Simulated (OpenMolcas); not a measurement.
**Computed transition rates of Mo3+**

```
Program             : OpenMolcas
Method              : MS-CASPT2, IPEA 0.25 Eh, imaginary shift 0.1 Eh (closed shells correlated: 4s 4p)
Basis               : ANO-RCC-VQZP [8s7p5d3f2g1h]
Scalar Hamiltonian  : DKH2, point nucleus
Active space        : 3 electrons in 5 orbitals (4d)
State averaging     : 2S+1 = 4 even, 10 roots; 2S+1 = 2 even, 40 roots
Spin-orbit coupling : RASSI with atomic mean-field integrals over the reference wave functions, term energies averaged over their components
```

Rates come from the transition moments of the reference wave functions (E1 and E2 in the length form). At fixed line strength A goes as λ^-3 for E1 and M1 and as λ^-5 for E2, so a rate at the computed wavelength can be rescaled to the measured one. Measured vacuum wavelengths follow from level energies in Sugar and Musgrove, J. Phys. Chem. Ref. Data 17, 155 (1988). Branching counts decays inside the model space alone, at computed energies, and the table is only a selection of the E2 and M1 lines, drawn from those between levels with measured partners whose computed energy lies within a factor of 1.5 of the measured one.

```tsv
Upper	Lower	Type	λ computed (nm)	λ measured (nm)	A computed (s-1)	A rescaled (s-1)	Branching %
4d³ ²D_3/2(2)	4d³ ²G_7/2	E2	345.9	361.7	7.02e+00	5.61e+00	57.1
4d³ ²D_5/2(2)	4d³ ²G_9/2	E2	360.6	375.8	4.85e+00	3.95e+00	41.4
4d³ ²D_5/2(1)	4d³ ⁴F_7/2	M1	645	664.5	9.08e-01		73.1
4d³ ²D_3/2(1) [60 %]	4d³ ⁴F_5/2	M1	605	612.4	6.88e-01		46.5
4d³ ²G_9/2	4d³ ⁴F_9/2	M1	1037	1059	4.64e-01		66.8
4d³ ²D_3/2(1) [60 %]	4d³ ⁴F_3/2	M1	578.5	584.5	3.64e-01		24.6
4d³ ²P_1/2	4d³ ⁴P_1/2	M1	2788	2494	2.81e-01		92.8
4d³ ²G_7/2	4d³ ⁴F_5/2	M1	915.5	925.7	2.36e-01		51.7
4d³ ²G_9/2	4d³ ⁴F_7/2	M1	932.8	947.8	2.26e-01		32.5
4d³ ²F_7/2	4d³ ⁴F_9/2	M1	441.9	456.2	2.14e-01		29.6
4d³ ²F_7/2	4d³ ²G_7/2	M1	727.7	757.2	2.13e-01		29.5
4d³ ²G_7/2	4d³ ⁴F_7/2	M1	1003	1018	2.12e-01		46.4
4d³ ²F_5/2	4d³ ⁴F_3/2	M1	388.4	398.4	1.84e-01		32.5
4d³ ²H_9/2	4d³ ²G_9/2	M1	2556	2714	1.75e-01		45.8
4d³ ²H_9/2	4d³ ²G_7/2	M1	2144	2265	1.45e-01		37.9
4d³ ²H_11/2	4d³ ²G_9/2	M1	2320	2471	1.17e-01		95.0
4d³ ⁴P_1/2	4d³ ⁴F_3/2	E2	921.7	967.3	3.92e-02	3.08e-02	67.1
4d³ ⁴F_7/2	4d³ ⁴F_5/2	M1	10490	10190	3.74e-02	4.08e-02	100.0
4d³ ⁴F_9/2	4d³ ⁴F_7/2	M1	9255	9051	3.38e-02	3.61e-02	100.0
4d³ ⁴P_3/2	4d³ ⁴F_3/2	M1	926.4	968	3.36e-02		37.5
4d³ ⁴P_5/2	4d³ ⁴P_3/2	M1	7679	7804	2.97e-02	2.83e-02	36.0
4d³ ⁴P_5/2	4d³ ⁴F_9/2	E2	1074	1143	2.26e-02	1.66e-02	27.4
4d³ ⁴P_3/2	4d³ ⁴F_5/2	M1	996.1	1047	2.15e-02		24.0
4d³ ⁴F_5/2	4d³ ⁴F_3/2	M1	13230	12850	1.86e-02	2.03e-02	100.0
4d³ ⁴P_1/2	4d³ ⁴F_5/2	E2	990.7	1046	1.71e-02	1.30e-02	29.2
```

Spin-changing lines and M1 lines between different terms are not rescaled, since their strength hangs on the term gaps too.

The largest correction is for 4d³ ⁴P_5/2 → 4d³ ⁴F_9/2 (E2): 2.26e-02 × (1074 / 1143)^5 = 1.66e-02 s-1, a factor of 0.73.

The computed rate and branching of 4d³ ⁴F_5/2 → 4d³ ⁴F_3/2 give the upper level a radiative lifetime of 1.000 / 1.86e-02 s-1 = 5.38e+01 s, counting decays inside the model space alone. The rescaled rate gives about 4.9e+01 s.

These are rates of the free ion; in crystals, glasses and complexes forced electric-dipole and non-radiative decay shorten such lifetimes by orders of magnitude. No measured rate stands beside these. Rescaling mends the energy factor alone: line strengths can still be far off where a level mixes with configurations outside the active space, and weak or spin-changing lines hang on small mixing coefficients that depend on the term gaps too, so rescaling need not improve them.

Term energies are means over components that CASPT2 splits; among the terms shown or strongly mixed into the levels shown the widest spread is 790 cm-1 (4d³ ⁴F). The CASPT2 spread within a term exceeds the gap to the next term for 4d³ ²H and 4d³ ²D(1), so the order of their levels is uncertain. Measured partners are found by configuration, term and J. A level has none where our copy of the source lacks it or the pairing is in doubt (some pairs that miss far off the trend of their configuration count as doubtful). Only configurations of the active space appear.

A share in square brackets marks a mixed level and gives the weight of the term that names it. A number in round brackets counts repeated terms of one configuration in the order of the reference energies.
